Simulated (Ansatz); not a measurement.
`CN(C)[CH2][AlH2]` + `OP[SiH3]` → `O[P]([AlH2])[SiH3]` + `CN(C)C` at 400 K and 1 bar (ligand exchange at the Al–C bond).

Computed with Ansatz on PBE0-D4/def2-TZVP structures; ΔE is electronic, products minus reactants. CCSD(T)/CBS adds triple-zeta CCSD(T) − MP2 to the extrapolated MP2 energy (def2 sets, frozen cores). Each species was taken in one conformer, which may not be the lowest.

```
             species  CCSD(T)/CBS energy (Eh)  H − E (kJ/mol)  S (J/(mol·K))
  `CN(C)[CH2][AlH2]`               -416.85021           358.4          395.8
          `OP[SiH3]`               -708.19371           154.4          338.1
`O[P]([AlH2])[SiH3]`               -950.80994           179.8          413.1
            `CN(C)C`               -174.25827           342.6          316.7
```

H − E and S are ideal-gas, rigid-rotor, harmonic terms from PBE0-D4/def2-TZVP, for one conformer and one mirror image of each species. 1 Eh = 2625.50 kJ/mol, R = 8.31446 J/(mol·K).

Question: By hand: ΔE, ΔH, ΔS and ΔG.

Answer: ΔE = (-950.80994) + (-174.25827) − (-416.85021) − (-708.19371) = -0.02429 Eh = -63.8 kJ/mol. Δ(H − E) = 179.8 + 342.6 − 358.4 − 154.4 = 9.6, so ΔH = -54.2 kJ/mol. ΔS = 413.1 + 316.7 − 395.8 − 338.1 = -4.1 J/(mol·K). ΔG = -54.2 − 400 × (-4.1)/1000 = -52.6 kJ/mol.

Question: By hand: the equilibrium constant, and the temperature at which ΔG would vanish if ΔH and ΔS stayed fixed.

Answer: log₁₀ K = −ΔG/(RT ln 10) = 6.9. ΔG = 0 at ΔH/ΔS = 13220 K, far beyond where these terms or the molecules hold.

The number of gas molecules stays the same, so ΔS is small and ΔH decides. A doubt of 5 kJ/mol in ΔE shifts log₁₀ K by 0.7 here. Other conformers and mirror images would add mixing entropy, several J/(mol·K) or more a flexible species. These are equilibria of isolated gas molecules and say nothing of rates. Largest T1 diagnostic: 0.014 (customary marks: 0.02 for closed shells, 0.045 for open ones).
